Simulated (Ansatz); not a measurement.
Nudged elastic band run: C2H4BrFO

The input (input.yaml):

```yaml
crystal:
  periodic: [false, false, false]
  atoms:
    - { symbol: C, position_ang: [-0.145474, -1.048912, -0.660797] }
    - { symbol: O, position_ang: [0.656702, 0.081414, -0.381981] }
    - { symbol: C, position_ang: [0.157099, 0.88812, 0.574854] }
    - { symbol: F, position_ang: [-0.961543, 1.522933, 0.152925] }
    - { symbol: Br, position_ang: [1.503043, 2.211156, 1.012101] }
    - { symbol: H, position_ang: [-1.116145, -0.755049, -1.091006] }
    - { symbol: H, position_ang: [0.405701, -1.656573, -1.387977] }
    - { symbol: H, position_ang: [-0.319435, -1.648483, 0.251282] }
    - { symbol: H, position_ang: [-0.091549, 0.358995, 1.513498] }
basis:
  gaussian: { orbitals: def2-SVP }
hamiltonian:
  xc: pbe0
  dispersion: d4
neb:
  order_check: false
  images: 5
  f_tol: 0.03
  max_iterations: 60
  optimiser: lbfgs
  climbing: true
  final_atoms:
    - { symbol: C, position_ang: [-0.26403457, -0.9593269, -0.75196553] }
    - { symbol: O, position_ang: [0.30322364, 0.32803348, -0.61221451] }
    - { symbol: C, position_ang: [0.26257174, 0.81487947, 0.64351895] }
    - { symbol: F, position_ang: [-1.00422323, 1.10838039, 1.01979772] }
    - { symbol: Br, position_ang: [1.32455312, 2.43390874, 0.69743109] }
    - { symbol: H, position_ang: [-0.10126422, -1.26586851, -1.7919472] }
    - { symbol: H, position_ang: [0.22815604, -1.68585365, -0.08033521] }
    - { symbol: H, position_ang: [-1.34478364, -0.94639535, -0.53978091] }
    - { symbol: H, position_ang: [0.6842001, 0.12584334, 1.3983946] }
  initial_path:
    images:
      - { positions_ang: [[-0.145474, -1.048912, -0.660797], [0.656702, 0.081414, -0.381981], [0.157099, 0.88812, 0.574854], [-0.961543, 1.522933, 0.152925], [1.503043, 2.211156, 1.012101], [-1.116145, -0.755049, -1.091006], [0.405701, -1.656573, -1.387977], [-0.319435, -1.648483, 0.251282], [-0.091549, 0.358995, 1.513498]] }
      - { positions_ang: [[-0.16857915, -1.03752409, -0.68143132], [0.61708727, 0.11094641, -0.43398473], [0.17370183, 0.8690162, 0.60932731], [-0.97439514, 1.41874311, 0.31573105], [1.45078997, 2.27716617, 0.95221109], [-0.99997376, -0.80103331, -1.30676432], [0.41842562, -1.71877391, -1.19252862], [-0.52034677, -1.47298534, 0.18261076], [0.09168913, 0.30804575, 1.53772779]] }
      - { positions_ang: [[-0.19168429, -1.02613617, -0.70206565], [0.57747254, 0.14047883, -0.48598846], [0.19030466, 0.8499124, 0.64380061], [-0.98724729, 1.31455322, 0.4785371], [1.39853694, 2.34317634, 0.89232118], [-0.88380252, -0.84701762, -1.52252264], [0.43115024, -1.78097482, -0.99708024], [-0.72125854, -1.29748767, 0.11393952], [0.27492726, 0.2570965, 1.56195757]] }
      - { positions_ang: [[-0.21478944, -1.01474826, -0.72269997], [0.53785781, 0.17001124, -0.53799219], [0.2069075, 0.8308086, 0.67827392], [-1.00009943, 1.21036333, 0.64134315], [1.34628391, 2.40918651, 0.83243128], [-0.76763128, -0.89300193, -1.73828096], [0.44387487, -1.84317573, -0.80163186], [-0.92217031, -1.12199001, 0.04526828], [0.45816539, 0.20614725, 1.58618736]] }
      - { positions_ang: [[-0.23120448, -0.99627447, -0.73245516], [0.45964642, 0.22268532, -0.56273297], [0.22546225, 0.82549889, 0.66668893], [-1.00147403, 1.17636902, 0.76749468], [1.33904031, 2.41742725, 0.78743121], [-0.54550893, -1.01729079, -1.75616971], [0.37196859, -1.79073504, -0.56119964], [-1.06304142, -1.06345845, -0.14974812], [0.53351029, 0.17937928, 1.52358977]] }
      - { positions_ang: [[-0.24761952, -0.97780069, -0.74221034], [0.38143503, 0.2753594, -0.58747374], [0.24401699, 0.82018918, 0.65510394], [-1.00284863, 1.1423747, 0.8936462], [1.33179671, 2.425668, 0.74243115], [-0.32338657, -1.14157965, -1.77405845], [0.30006231, -1.73829435, -0.32076743], [-1.20391253, -1.0049269, -0.34476451], [0.6088552, 0.15261131, 1.46099218]] }
      - { positions_ang: [[-0.26403457, -0.9593269, -0.75196553], [0.30322364, 0.32803348, -0.61221451], [0.26257174, 0.81487947, 0.64351895], [-1.00422323, 1.10838039, 1.01979772], [1.32455312, 2.43390874, 0.69743109], [-0.10126422, -1.26586851, -1.7919472], [0.22815604, -1.68585365, -0.08033521], [-1.34478364, -0.94639535, -0.53978091], [0.6842001, 0.12584334, 1.3983946]] }
```

Run as:

```bash
$ ansatz run input.yaml --threads 2 --pin off --max-ram 3072MiB --backend cpu --events-out ev --progress --plain --runs-dir out
```

Output, in part (warnings, iteration lines, the closing report on the highest movable image, with atoms numbered from 0):

```
NEB end point (image 0): max|allowed force component| = 9.469e-3 eV/Å (the criterion of neb.relax_end_points is 1.000e-2)
NEB end point (image 6): max|allowed force component| = 1.389e-2 eV/Å (the criterion of neb.relax_end_points is 1.000e-2)
NEB iter   1: max|band force component| = 3.997e0 eV/Å  barrier→ = 0.5083 eV  barrier← = 0.5083 eV  Δτ_max = 0.0656 Å  (182 SCF iters)
NEB iter   2: max|band force component| = 1.312e0 eV/Å  barrier→ = 0.1286 eV  barrier← = 0.1286 eV  Δτ_max = 0.0173 Å  (142 SCF iters)
NEB iter   3: max|band force component| = 4.376e-1 eV/Å  barrier→ = 0.1056 eV  barrier← = 0.1057 eV  CI = image 3  Δτ_max = 0.0071 Å  (146 SCF iters)
NEB iter   4: max|band force component| = 2.988e-1 eV/Å  barrier→ = 0.0954 eV  barrier← = 0.0954 eV  CI = image 3  Δτ_max = 0.0139 Å  (151 SCF iters)
NEB iter   5: max|band force component| = 1.978e-1 eV/Å  barrier→ = 0.0846 eV  barrier← = 0.0846 eV  CI = image 3  Δτ_max = 0.0103 Å  (151 SCF iters)
NEB iter   6: max|band force component| = 3.982e-1 eV/Å  barrier→ = 0.0814 eV  barrier← = 0.0814 eV  CI = image 3  Δτ_max = 0.0057 Å  (136 SCF iters)
NEB iter   7: max|band force component| = 1.098e-1 eV/Å  barrier→ = 0.0793 eV  barrier← = 0.0793 eV  CI = image 3  Δτ_max = 0.0016 Å  (116 SCF iters)
NEB iter   8: max|band force component| = 9.756e-2 eV/Å  barrier→ = 0.0788 eV  barrier← = 0.0788 eV  CI = image 3  Δτ_max = 0.0186 Å  (103 SCF iters)
NEB iter   9: max|band force component| = 1.675e-1 eV/Å  barrier→ = 0.0759 eV  barrier← = 0.0759 eV  CI = image 3  Δτ_max = 0.0024 Å  (137 SCF iters)
NEB iter  10: max|band force component| = 5.240e-2 eV/Å  barrier→ = 0.0753 eV  barrier← = 0.0753 eV  CI = image 3  Δτ_max = 0.0013 Å  (113 SCF iters)
NEB iter  11: max|band force component| = 5.085e-2 eV/Å  barrier→ = 0.0751 eV  barrier← = 0.0751 eV  CI = image 3  Δτ_max = 0.0055 Å  (98 SCF iters)
NEB iter  12: max|band force component| = 6.364e-2 eV/Å  barrier→ = 0.0744 eV  barrier← = 0.0744 eV  CI = image 3  Δτ_max = 0.0012 Å  (118 SCF iters)
NEB iter  13: max|band force component| = 3.951e-2 eV/Å  barrier→ = 0.0742 eV  barrier← = 0.0742 eV  CI = image 3  Δτ_max = 0.0013 Å  (105 SCF iters)
NEB iter  14: max|band force component| = 6.530e-2 eV/Å  barrier→ = 0.0740 eV  barrier← = 0.0740 eV  CI = image 3  Δτ_max = 0.0009 Å  (99 SCF iters)
NEB iter  15: max|band force component| = 3.341e-2 eV/Å  barrier→ = 0.0739 eV  barrier← = 0.0739 eV  CI = image 3  Δτ_max = 0.0013 Å  (102 SCF iters)
NEB iter  16: max|band force component| = 6.172e-2 eV/Å  barrier→ = 0.0737 eV  barrier← = 0.0737 eV  CI = image 3  Δτ_max = 0.0010 Å  (102 SCF iters)
NEB iter  17: max|band force component| = 3.415e-2 eV/Å  barrier→ = 0.0736 eV  barrier← = 0.0736 eV  CI = image 3  Δτ_max = 0.0009 Å  (105 SCF iters)
NEB iter  18: max|band force component| = 6.029e-2 eV/Å  barrier→ = 0.0735 eV  barrier← = 0.0735 eV  CI = image 3  Δτ_max = 0.0009 Å  (100 SCF iters)
NEB iter  19: max|band force component| = 3.000e-2 eV/Å  barrier→ = 0.0734 eV  barrier← = 0.0734 eV  CI = image 3  Δτ_max = 0.0012 Å  (101 SCF iters)
NEB iter  20: max|band force component| = 6.110e-2 eV/Å  barrier→ = 0.0733 eV  barrier← = 0.0733 eV  CI = image 3  Δτ_max = 0.0010 Å  (98 SCF iters)
NEB iter  21: max|band force component| = 3.258e-2 eV/Å  barrier→ = 0.0731 eV  barrier← = 0.0731 eV  CI = image 3  Δτ_max = 0.0009 Å  (104 SCF iters)
NEB iter  22: max|band force component| = 5.733e-2 eV/Å  barrier→ = 0.0730 eV  barrier← = 0.0731 eV  CI = image 3  Δτ_max = 0.0008 Å  (98 SCF iters)
NEB iter  23: max|band force component| = 2.857e-2 eV/Å  barrier→ = 0.0729 eV  barrier← = 0.0730 eV  CI = image 3  Δτ_max = 0.0471 Å  (102 SCF iters)
NEB iter  24: max|band force component| = 1.297e-1 eV/Å  barrier→ = 0.0689 eV  barrier← = 0.0689 eV  CI = image 3  Δτ_max = 0.0895 Å  (28 SCF iters)
NEB iter  25: max|band force component| = 4.227e-2 eV/Å  barrier→ = 0.0670 eV  barrier← = 0.0670 eV  CI = image 3  Δτ_max = 0.0253 Å  (140 SCF iters)
NEB iter  26: max|band force component| = 4.084e-2 eV/Å  barrier→ = 0.0669 eV  barrier← = 0.0669 eV  CI = image 3  Δτ_max = 0.0111 Å  (139 SCF iters)
NEB iter  27: max|band force component| = 2.964e-2 eV/Å  barrier→ = 0.0668 eV  barrier← = 0.0668 eV  CI = image 3  Δτ_max = 0.0000 Å  (256 SCF iters)
Total energy: -76919.95995095 eV, -2826.7563899758 hartree
Atom 0 at    -0.199082    -0.997503    -0.739339 Å, force    -0.000815    -0.000084     0.002283 eV/Å
Atom 1 at     0.461657     0.240479    -0.536891 Å, force    -0.001168    -0.008739    -0.001056 eV/Å
Atom 2 at     0.206689     0.845704     0.637691 Å, force    -0.000874     0.010740    -0.005839 eV/Å
Atom 3 at    -1.053421     1.340348     0.675850 Å, force    -0.001583    -0.006083     0.002515 eV/Å
Atom 4 at     1.460108     2.310081     0.842521 Å, force     0.002361    -0.001231     0.004057 eV/Å
Atom 5 at    -0.785270    -0.940430    -1.667686 Å, force     0.000374     0.001957    -0.000748 eV/Å
Atom 6 at     0.549960    -1.798564    -0.834637 Å, force     0.000847     0.000347    -0.000125 eV/Å
Atom 7 at    -0.886231    -1.237201     0.087139 Å, force    -0.000256     0.000590    -0.000531 eV/Å
Atom 8 at     0.333990     0.190686     1.518251 Å, force     0.001114     0.002503    -0.000557 eV/Å
Dipole moment:    -0.118776    -0.599967     0.026598 e Å
```

It converged. The band force fell under the threshold earlier too, but the program's further tests of the path sent the band on. Another band between the same ends (5 images) ends at a top of the same energy, where a vibrational analysis finds 1 clearly imaginary mode.

Final band (atoms are numbered from 1 in the order of the input):

| image | path coordinate (Å) | energy (eV) | dihedral H8–C1–O2–C3 (°) |
| --- | --- | --- | --- |
| 0 | 0.00 | 0.000 | -57 |
| 1 | 0.49 | 0.013 | -41 |
| 2 | 0.97 | 0.046 | -20 |
| 3 | 1.46 | 0.067 | 4 |
| 4 | 1.98 | 0.045 | 29 |
| 5 | 2.50 | 0.012 | 49 |
| 6 | 3.03 | 0.000 | 65 |

The run took 3.8 min on 2 threads of AMD EPYC 9R14 (Zen 4), with other jobs on the host, peak memory 0.28 GiB.
